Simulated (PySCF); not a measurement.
# Electronic structure of Ar+ (argon, charge +1) at the UHF level

Configuration: [Ne] 3s1 3p5 3d1, one real determinant (an excited configuration). Calculation: PySCF 2.14, in aug-cc-pwCVTZ (8s7p5d3f, 75 functions); no relativity, point nucleus.

* Total energy: -525.073361 hartree
* One-electron energy: -715.8777 hartree
* Hartree (Coulomb) energy: 220.4742 hartree
* Exchange energy: -29.6698 hartree
* Kinetic energy: 525.11168 hartree
* ⟨S²⟩: 3.7592
* ⟨L²⟩: 7.845
* Sum of ⟨r⟩: 14.38 bohr
* Sum of ⟨r²⟩: 22.86 bohr²
* Traceless quadrupole moment −½Σ⟨3z² − r²⟩ along its main axis: -1.31 e·bohr²
* Density at the nucleus (Gaussians lack the cusp): 3780 bohr⁻³
* Spin density at the nucleus: 16.7 bohr⁻³
* Langevin diamagnetic susceptibility: -18.1 ×10⁻⁶ cm³/mol

```
shell  electrons  mean orbital energy (eV)  spread (eV)  rms radius, mean of both spins (bohr)
 1s α          1                   -3248.2            0                                 0.0998
 1s β          1                   -3246.9            0                                 0.0998
 2s α          1                   -354.64            0                                  0.449
 2s β          1                   -352.56            0                                  0.449
 2p α          3                   -280.06        0.771                                  0.417
 2p β          3                   -278.41        0.958                                  0.417
 3s α          1                   -53.079            0                                   1.45
 3p α          3                   -33.548        2.650                                   1.66
 3p β          2                   -26.664            0                                   1.66
 3d α          1                   -11.208            0                                   2.34
```

⟨L²⟩ = 7.84 against 12 for a pure F term, so this real determinant mixes terms. The outer electron is Rydberg-like, and this basis confines it to a smaller radius and binds it less than a complete one would.

Spin-orbit constants ζ (cm⁻¹) from the X2C one-electron operator on these orbitals (non-relativistic here): bare nucleus, nucleus screened by l(l+1)(2l+1)/3 electrons, and screened by the Breit-Pauli mean field of the electrons.

| shell | bare | screened nucleus | mean field |
| --- | --- | --- | --- |
| 2p | 12900 | 11460 | 10800 |
| 3p | 1143 | 1016 | 948.2 |
| 3d | 58.96 | 26.21 | 19.95 |

To first order the Landé constant is A = -100.9 cm⁻¹, so the lowest level has J = 9/2 and lies 0.0563 eV below the centre of the term. This holds in LS coupling only.
